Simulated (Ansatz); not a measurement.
Born–Oppenheimer molecular dynamics of AlFH6N2O (11 atoms, charge 0, multiplicity 1). It starts from a rough guess of a transition structure, not a stationary point.

Computed with Ansatz, UKS PBE0-D4/STO-3G.

```
ensemble                      : NVE (velocity Verlet)
time step                     : 0.5 fs
steps asked                   : 150
starting velocities drawn for : 100 K
seed                          : 30838
```

Frames 5 fs apart, positions in Å.

Velocities at 5.0 fs (Å/ps):

```
Al 6.07 7.06 2.01
O -12.13 1.71 1.16
N 3.91 -3.96 3.05
N 1.90 1.20 -5.00
H 42.83 2.86 1.57
F -3.70 -11.10 -2.43
H -43.10 13.93 -1.63
H 7.07 -2.75 9.02
H -6.29 6.16 -1.78
H 10.79 -0.45 -8.27
H 7.81 11.71 1.75
```

```xyz
11
Properties=species:S:1:pos:R:3 time_fs=5.0 energy_less_start_eV=-0.565 T=584
Al -0.249 0.026 -0.037
O 1.857 -0.122 -0.301
N -1.033 0.288 -1.587
N -0.728 -0.938 1.359
H 1.616 0.996 0.124
F 0.649 1.784 0.544
H 2.410 -0.547 0.535
H -1.685 -0.373 -2.067
H -0.760 1.105 -2.209
H -0.225 -0.960 2.289
H -1.711 -1.284 1.514
11
Properties=species:S:1:pos:R:3 time_fs=10.0 energy_less_start_eV=-1.629 T=1496
Al -0.202 0.075 -0.022
O 1.780 -0.098 -0.288
N -1.009 0.272 -1.567
N -0.716 -0.931 1.331
H 1.695 0.976 0.112
F 0.629 1.701 0.520
H 2.139 -0.513 0.535
H -1.644 -0.371 -2.035
H -0.829 1.041 -2.176
H -0.194 -0.949 2.194
H -1.672 -1.223 1.520
11
Properties=species:S:1:pos:R:3 time_fs=15.0 energy_less_start_eV=-1.937 T=1759
Al -0.134 0.143 -0.004
O 1.679 -0.063 -0.271
N -0.982 0.251 -1.530
N -0.698 -0.918 1.286
H 1.510 0.993 0.097
F 0.605 1.581 0.483
H 1.916 -0.579 0.591
H -1.628 -0.416 -1.989
H -0.863 1.060 -2.209
H -0.142 -0.935 2.184
H -1.677 -1.169 1.517
11
Properties=species:S:1:pos:R:3 time_fs=20.0 energy_less_start_eV=-0.758 T=747
Al -0.084 0.194 0.005
O 1.588 -0.053 -0.255
N -0.955 0.240 -1.496
N -0.667 -0.902 1.242
H 1.582 1.018 0.128
F 0.571 1.500 0.459
H 1.795 -0.640 0.584
H -1.592 -0.483 -1.856
H -0.887 1.003 -2.159
H -0.173 -0.936 2.143
H -1.661 -1.081 1.475
11
Properties=species:S:1:pos:R:3 time_fs=25.0 energy_less_start_eV=-0.946 T=909
Al -0.091 0.193 -0.009
O 1.564 -0.090 -0.249
N -0.932 0.232 -1.460
N -0.634 -0.888 1.205
H 1.746 0.879 0.155
F 0.549 1.536 0.477
H 1.847 -0.658 0.474
H -1.562 -0.531 -1.724
H -0.925 0.972 -2.179
H -0.193 -0.938 2.144
H -1.643 -0.978 1.373
11
Properties=species:S:1:pos:R:3 time_fs=30.0 energy_less_start_eV=-1.533 T=1414
Al -0.135 0.170 -0.028
O 1.613 -0.162 -0.261
N -0.928 0.223 -1.448
N -0.609 -0.892 1.186
H 1.609 0.865 0.203
F 0.551 1.651 0.523
H 2.068 -0.855 0.433
H -1.574 -0.554 -1.666
H -0.993 0.912 -2.225
H -0.219 -0.926 2.152
H -1.655 -0.909 1.275
11
Properties=species:S:1:pos:R:3 time_fs=35.0 energy_less_start_eV=-0.933 T=901
Al -0.165 0.158 -0.034
O 1.691 -0.239 -0.268
N -0.966 0.211 -1.491
N -0.611 -0.922 1.194
H 1.440 0.939 0.297
F 0.566 1.762 0.567
H 2.148 -0.866 0.286
H -1.608 -0.561 -1.676
H -1.028 0.870 -2.234
H -0.258 -0.892 2.145
H -1.633 -0.939 1.282
11
Properties=species:S:1:pos:R:3 time_fs=40.0 energy_less_start_eV=-0.794 T=780
Al -0.162 0.160 -0.033
O 1.735 -0.255 -0.276
N -1.029 0.193 -1.556
N -0.637 -0.970 1.219
H 1.567 0.920 0.347
F 0.589 1.828 0.594
H 2.202 -0.941 0.408
H -1.692 -0.582 -1.766
H -1.043 0.935 -2.321
H -0.245 -0.830 2.207
H -1.679 -1.069 1.381
11
Properties=species:S:1:pos:R:3 time_fs=45.0 energy_less_start_eV=-0.944 T=906
Al -0.141 0.175 -0.035
O 1.754 -0.222 -0.260
N -1.091 0.179 -1.615
N -0.673 -1.021 1.261
H 1.744 0.785 0.241
F 0.620 1.831 0.600
H 2.012 -0.818 0.513
H -1.763 -0.530 -1.906
H -1.059 0.897 -2.311
H -0.261 -0.772 2.156
H -1.660 -1.207 1.466
11
Properties=species:S:1:pos:R:3 time_fs=50.0 energy_less_start_eV=-0.975 T=932
Al -0.127 0.203 -0.039
O 1.748 -0.165 -0.231
N -1.127 0.165 -1.632
N -0.688 -1.056 1.281
H 1.838 0.850 0.137
F 0.652 1.768 0.582
H 1.840 -0.712 0.617
H -1.838 -0.512 -2.003
H -1.052 0.938 -2.354
H -0.285 -0.713 2.224
H -1.698 -1.289 1.500
11
Properties=species:S:1:pos:R:3 time_fs=55.0 energy_less_start_eV=-1.319 T=1230
Al -0.131 0.233 -0.048
O 1.729 -0.106 -0.201
N -1.132 0.165 -1.617
N -0.671 -1.062 1.285
H 1.703 1.055 0.187
F 0.682 1.662 0.543
H 1.764 -0.608 0.745
H -1.830 -0.496 -1.943
H -1.023 0.913 -2.309
H -0.424 -0.721 2.225
H -1.684 -1.242 1.427
11
Properties=species:S:1:pos:R:3 time_fs=60.0 energy_less_start_eV=-1.091 T=1034
Al -0.156 0.237 -0.062
O 1.701 -0.042 -0.157
N -1.101 0.183 -1.561
N -0.634 -1.038 1.263
H 1.525 0.911 0.213
F 0.703 1.567 0.504
H 1.825 -0.471 0.688
H -1.826 -0.529 -1.802
H -1.014 0.888 -2.308
H -0.513 -0.688 2.279
H -1.702 -1.141 1.229
```

Of the whole run (75 fs, mean temperature of the second half 1001 K): The conserved energy stayed within 0.81 meV per atom of its start (net change -0.56 meV per atom), so the integration is sound. The system heated up, since it started high on the potential surface and ran downhill. A run of 0.075 ps of so small a system gives no equilibrium averages. The orbitals stay closed-shell, which can raise the energy where a bond breaks towards radicals; this wasn't checked here. Limits of this set-up: minimal basis.

The run took 7.7 min on 1 thread of Arm Neoverse V2, with other jobs on the host, peak memory 0.13 GiB.
